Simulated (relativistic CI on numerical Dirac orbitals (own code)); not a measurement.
Calculated at this level of theory: Dirac-Coulomb-Breit CI, KLI orbitals optimised for each configuration, QED by a radiative potential, unscaled Slater integrals (own radial code, finite nucleus).

The strongest absorption lines from the ground level of an ion, among the configurations computed and to levels below about 447 eV (vacuum wavelength in Å, gf): 27.837 (0.4), 27.859 (0.63), 27.919 (0.45), 58.880 (0.47), 61.052 (0.56), 64.101 (1.7), 65.707 (1.5), 67.787 (0.61).

**Question.** Which ion is it?
A. Sn25+
B. Pd21+
C. Ru19+
D. Cd23+

**Answer.** B. Pd21+ has 25 electrons and the ground level 3s2.3p6.3d7 4F_9/2; the strongest line goes to 3s2.3p5.3d8 4D°_7/2. The pattern of lines fixes the number of electrons, and along that sequence the line energies rise steadily with the charge (about as its square where n changes within one kind of shell, about linearly where n is kept but much faster in heavy ions where fine structure, which grows about as Z⁴, sets the gap, and irregularly where shells cross), which fixes Z. Configurations outside the model, such as inner-shell arrays, can give stronger lines. At this charge energies of transitions that change n are usually good to better than 1 %, and those within a shell (Δn = 0) to a few per cent. Terms inside the open d or f shell come out 10 to 20 % too wide with unscaled integrals.

LS names give the leading component of a level, which can be under half, so a name can repeat, a term be missing and a line seem to break the LS rules.
